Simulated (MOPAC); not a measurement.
MOPAC input (AM1):

```
AM1 PRECISE GNORM=0.05 LET XYZ GEO-OK AUX(PRECISION=9) THREADS=1
C2Si

Si   -0.00084700 1   -0.02387800 1   -0.79962300 1
C     0.63117400 1    0.02625400 1    0.93227300 1
C    -0.62919700 1    0.02946000 1    0.93351300 1
```

Output:

```
 *******************************************************************************
 **                                                                           **
 **                              MOPAC v23.2.5                                **
 **                                                                           **
 *******************************************************************************
 ** MOPAC's Digital Object Identifier: https://doi.org/10.5281/zenodo.6511958 **
 **                                                                           **
 ** Please cite the open-source release paper for use of this MOPAC version:  **
 ** J. E. Moussa and J. J. P. Stewart (2026)                                  **
 ** MOPAC: An open-source semiempirical molecular orbital program             **
 ** J. Open Source Softw., 11(119), 8025, https://doi.org/10.21105/joss.08025 **
 *******************************************************************************

                              AM1 CALCULATION RESULTS

 *******************************************************************************
 *  AM1        - The AM1 Hamiltonian to be used
 *  GEO-OK     - OVERRIDE INTERATOMIC DISTANCE AND OTHER SAFETY CHECKS
 *  LET        - OVERRIDE SOME SAFETY CHECKS
 *  PRECISE    - TIGHTER CRITERIA TO BE USED
 *  XYZ        - CARTESIAN COORDINATE SYSTEM TO BE USED
 *  GNORM      - EXIT WHEN GRADIENT NORM DROPS BELOW 0.050
 *  AUX        - OUTPUT AUXILIARY INFORMATION
 *******************************************************************************
AM1 PRECISE GNORM=0.05 LET XYZ GEO-OK AUX(PRECISION=9) THREADS=1
 C2Si

   ATOM   CHEMICAL          X               Y               Z
  NUMBER   SYMBOL      (ANGSTROMS)     (ANGSTROMS)     (ANGSTROMS)

     1      Si         -0.00084700  *  -0.02387800  *  -0.79962300  *
     2       C          0.63117400  *   0.02625400  *   0.93227300  *
     3       C         -0.62919700  *   0.02946000  *   0.93351300  *

          CARTESIAN COORDINATES

    NO.       ATOM           X           Y           Z

     1        Si         -0.0008     -0.0239     -0.7996
     2         C          0.6312      0.0263      0.9323
     3         C         -0.6292      0.0295      0.9335

  C: (AM1): M.J.S. DEWAR ET AL, J. AM. CHEM. SOC. 107 3902-3909 (1985)
 Si: (AM1): M.J.S.DEWAR, C. JIE, ORGANOMETALLICS, 6, 1486-1490 (1987).

           Empirical Formula: C2 Si  =     3 atoms

      MOLECULAR POINT GROUP   :   C2v

      RHF CALCULATION, NO. OF DOUBLY OCCUPIED LEVELS = 6

          Geometry optimization using EF

          DIAGONAL MATRIX USED AS START HESSIAN

 CYCLE:     1  GRAD.:    38.493 HEAT:  219.8190
 CYCLE:     2  GRAD.:   186.414 HEAT:  228.9981
 CYCLE:     3  GRAD.:   134.242 HEAT:  221.5412
 CYCLE:     4  GRAD.:   711.053 HEAT:  263.7460
 CYCLE:     5  GRAD.:    50.517 HEAT:  219.0846
 CYCLE:     6  GRAD.:    17.592 HEAT:  218.7705
 CYCLE:     7  GRAD.:    10.132 HEAT:  218.7421
 CYCLE:     8  GRAD.:     0.228 HEAT:  218.7289
 CYCLE:     9  GRAD.:     0.040 HEAT:  218.7289

     GRADIENT =  0.04004 IS LESS THAN CUTOFF =  0.05000

 -------------------------------------------------------------------------------
 AM1 PRECISE GNORM=0.05 LET XYZ GEO-OK AUX(PRECISION=9) THREADS=1
 C2Si

     GEOMETRY OPTIMISED USING EIGENVECTOR FOLLOWING (EF).
     SCF FIELD WAS ACHIEVED

                              AM1 CALCULATION
                                                       MOPAC v23.2.5 Linux

          FINAL HEAT OF FORMATION =        218.72891 KCAL/MOL =     915.16177 KJ/MOL

          COSMO AREA              =         96.70 SQUARE ANGSTROMS
          COSMO VOLUME            =         85.59 CUBIC ANGSTROMS

          GRADIENT NORM           =          0.04004          =       0.02312 PER ATOM
          IONIZATION POTENTIAL    =          9.087379 EV
          HOMO LUMO ENERGIES (EV) =         -9.087 -1.464
          NO. OF FILLED LEVELS    =          6
          MOLECULAR WEIGHT        =         52.1075         POINT GROUP:  C2v

          MOLECULAR DIMENSIONS (Angstroms)

            Atom       Atom       Distance
            C     3   Si     1     1.78389
            C     2   Si     1     1.18204
           Si     1    C     2     0.00000

          SCF CALCULATIONS        =         10

   ATOM   CHEMICAL          X               Y               Z
  NUMBER   SYMBOL      (ANGSTROMS)     (ANGSTROMS)     (ANGSTROMS)

     1      Si         -0.00079696  *  -0.02277604  *  -0.76271922  *
     2       C          0.63297871  *   0.02540611  *   0.90403322  *
     3       C         -0.63107823  *   0.02862281  *   0.90532118  *

                             CARTESIAN COORDINATES

   1   Si       -0.000796957    -0.022776036    -0.762719216
   2    C        0.632978709     0.025406113     0.904033216
   3    C       -0.631078233     0.028622813     0.905321179

           Empirical Formula: C2 Si  =     3 atoms

      MOLECULAR POINT GROUP   :   C2v

                  EIGENVALUES
 -34.10137 -15.96683 -13.95903 -11.82533  -9.91676  -9.08738  -1.46432  -1.33016
   1.10204   1.24857   1.27210   5.11407

              NET ATOMIC CHARGES AND DIPOLE CONTRIBUTIONS

  ATOM NO.   TYPE          CHARGE      No. of ELECS.   s-Pop       p-Pop
    1         Si           0.854890        3.1451     1.65786     1.48725
    2          C          -0.427476        4.4275     1.51994     2.90753
    3          C          -0.427414        4.4274     1.51997     2.90744
 DIPOLE           X         Y         Z       TOTAL
 POINT-CHG.    -0.007    -0.204    -6.847     6.850
 HYBRID         0.004     0.115     3.839     3.841
 SUM           -0.003    -0.090    -3.007     3.009

          ATOMIC ORBITAL ELECTRON POPULATIONS

     Atom    s        px        py        pz
    1 Si   1.65786   0.25527   0.31877   0.91321
    2  C   1.51994   1.14356   0.84099   0.92298
    3  C   1.51997   1.14360   0.84092   0.92293

 **********************
 *                    *
 * JOB ENDED NORMALLY *
 *                    *
 **********************

 == MOPAC DONE ==
```

The geometry given is a B3LYP-D3(BJ)/def2-TZVP minimum.
